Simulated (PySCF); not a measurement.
isocyanic acid (CHNO), SMILES N=C=O. Atoms are numbered in the order given.

```xyz
4

N     -0.1225    -1.1550     0.0000
C      0.0194     0.0448     0.0000
O      0.0148     1.2056     0.0000
H      0.6225    -1.8285     0.0000
```

Coordinates come from a PBE0-D3(BJ)/def2-TZVP optimisation.

Level of theory: PySCF with PBE0-D3(BJ)/def2-TZVP.

Frequencies are harmonic and unscaled.

Problem. Estimate the vibrational spectrum. (Estimate from the structure and the level; the computed values follow.)

Solution. 
```json
[
 {"mode": "1", "ν (cm⁻¹)": "573", "IR (km/mol)": "101.4", "moving atoms (share of kinetic energy)": "H 49 %, C 37 %, O 12 %"},
 {"mode": "2", "ν (cm⁻¹)": "649", "IR (km/mol)": "4.2", "moving atoms (share of kinetic energy)": "C 70 %, O 15 %, N 8 %"},
 {"mode": "3", "ν (cm⁻¹)": "789", "IR (km/mol)": "194.7", "moving atoms (share of kinetic energy)": "H 40 %, C 35 %, N 21 %"},
 {"mode": "4", "ν (cm⁻¹)": "1357", "IR (km/mol)": "0.3", "moving atoms (share of kinetic energy)": "N 50 %, O 47 %"},
 {"mode": "5", "ν (cm⁻¹)": "2371", "IR (km/mol)": "736.9", "moving atoms (share of kinetic energy)": "C 72 %, O 16 %, N 10 %"},
 {"mode": "6", "ν (cm⁻¹)": "3713", "IR (km/mol)": "168.3", "moving atoms (share of kinetic energy)": "H 92 %"}
]
```
